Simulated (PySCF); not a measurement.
## Computed properties of ZrO2, SMILES [O]=[Zr]=[O], multiplicity 1

ZrO2, SMILES [O]=[Zr]=[O], multiplicity 1. Geometry: B3LYP-D3(BJ)/def2-TZVP. The multiplicity is an assumed one; other spin states were not compared. The isomer is the one that the SMILES or the coordinates give; other isomers of the formula were not compared. The def2 effective core potentials stand for the cores of Zr; spin–orbit coupling is left out. The values are those of a single conformer. All values are computed for the isolated molecule unless a solvent is named; none is compared with measurement here.

**Structure.** The optimised structure has C2v symmetry. All 3 harmonic modes at B3LYP-D3(BJ)/def2-TZVP (PySCF) are real, so it is a minimum. With heavy atoms numbered as in [Zr:1](=[O:2])=[O:3], the shortest bond between them is Zr1–O2 at 1.776 Å and the longest Zr1–O3 at 1.776 Å.

**Vibrations.** The strongest infrared lines (harmonic, unscaled, degenerate partners summed) lie at 866 cm⁻¹ (340 km/mol, O 81 %, Zr 19 %), 936 cm⁻¹ (49 km/mol, O 87 %, Zr 13 %), 303 cm⁻¹ (10 km/mol, O 87 %, Zr 13 %). The softest mode is at 303 cm⁻¹ and the zero-point energy is 3.0 kcal/mol.

**Electronic structure.** HF/def2-TZVPD (PySCF) places the frontier levels at -10.47 and -1.24 eV, a gap of 9.23 eV, and gives a dipole moment of 9.48 D and a mean polarisability of 35.9 bohr³. PBE/def2-TZVPD (PySCF) at the same geometry gives -5.38 and -3.63 eV, so its gap is 7.48 eV narrower. An orbital gap is neither the optical nor the fundamental gap.

**Excitations.** TDDFT-CAM-B3LYP/def2-TZVPD (PySCF) has S1 at 2.53 eV (490 nm, f = 0.004, weak); the most intense of the 10 singlets computed lies at 4.65 eV (f = 0.01). T1 (TDA) is at 2.46 eV. TDDFT-PBE/def2-TZVPD (PySCF) puts S1 at 1.78 eV.
